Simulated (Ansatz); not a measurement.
Relaxation of CH₂F₂OSi (7 atoms, charge 0, multiplicity 1), to a largest force component of 0.015 eV/Å in at most 40 steps.

All numbers below come from Ansatz, RKS B3LYP-D4/def2-SVP.

```xyz
7
Properties=species:S:1:pos:R:3:forces:R:3
O -0.711 0.588 1.548 -0.95 1.43 0.33
Si 0.200 0.007 0.374 0.39 -1.96 -2.41
F 1.162 -1.078 1.076 0.79 0.09 0.25
C 0.037 -0.145 -1.386 -0.52 -1.01 1.68
F 0.796 -1.092 -2.038 0.41 0.59 0.31
H -0.784 0.181 2.414 0.11 -0.19 0.15
H -0.959 -0.136 -1.820 -0.22 1.05 -0.30
```

**Question.** Where does it end, and by what steps?

**Answer.** The forces met the threshold. After 15 steps the energy has fallen by 0.762 eV; F3 moved furthest, 0.30 Å.

| step | energy less start (eV) | largest force component (eV/Å) | accepted |
| --- | --- | --- | --- |
| 0 | 0.0000 | 2.414 | yes |
| 1 | -0.5365 | 1.394 | yes |
| 2 | -0.6356 | 1.557 | yes |
| 3 | -0.7262 | 0.380 | yes |
| 4 | -0.7409 | 0.337 | yes |
| 5 | -0.7509 | 0.295 | yes |
| 6 | -0.7578 | 0.096 | yes |
| 7 | -0.7587 | 0.032 | yes |
| 8 | -0.7594 | 0.039 | yes |
| 9 | -0.7577 | 0.397 | no |
| 10 | -0.7606 | 0.034 | yes |
| 11 | -0.7554 | 0.596 | no |
| 12 | -0.7620 | 0.020 | yes |
| 13 | -0.7623 | 0.020 | yes |
| 14 | -0.7466 | 0.264 | no |
| 15 | -0.7624 | 0.004 | yes |

```xyz
7
Properties=species:S:1:pos:R:3
O -0.670 0.638 1.430
Si 0.233 -0.274 0.410
F 1.435 -1.018 1.189
C -0.068 -0.372 -1.263
F 0.720 -1.029 -2.147
H -0.978 0.246 2.257
H -0.932 0.135 -1.706
```

Whether the end is a true minimum wasn't checked by a vibrational analysis.

Run time: 45 s on 1 thread of Intel(R) Xeon(R) 6975P-C (Granite Rapids) (shared host), peak memory 0.26 GiB.
